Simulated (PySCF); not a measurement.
BrGaH₃N, SMILES [NH2][GaH][Br]. Atoms are numbered in the order given.

```xyz
6

Ga    -0.4139    -0.8894     0.0000
H     -1.8971    -1.3450     0.0000
Br     0.1341     1.3588     0.0000
N      1.0151    -1.9959     0.0000
H      1.9737    -1.6636     0.0000
H      0.9551    -3.0085     0.0000
```
Charge 0, spin multiplicity 1.

The structure is a stationary point at B3LYP-D3(BJ)/def2-SVP. The structure was generated by enumeration; whether it is a known compound was not checked. One conformer was computed; it need not be the lowest.

Method: PySCF with PBE/def2-TZVPD.

Isolated molecule, no solvent.

```yaml
total_energy: -4554.91918 hartree
point_group: Cs
highest_occupied_level: -6.40 eV
lowest_empty_level: -1.67 eV
orbital_gap: 4.73 eV
dipole_moment: 2.50 D
quadrupole, principal values (traceless, Buckingham form, about the centre of nuclear charge): -2.38, -0.88, 3.25 D·Å
mean_static_polarisability: 64.6 bohr³ (9.57 Å³)
polarisability_principal_values: 50.8, 63.8, 79.2 bohr³
```
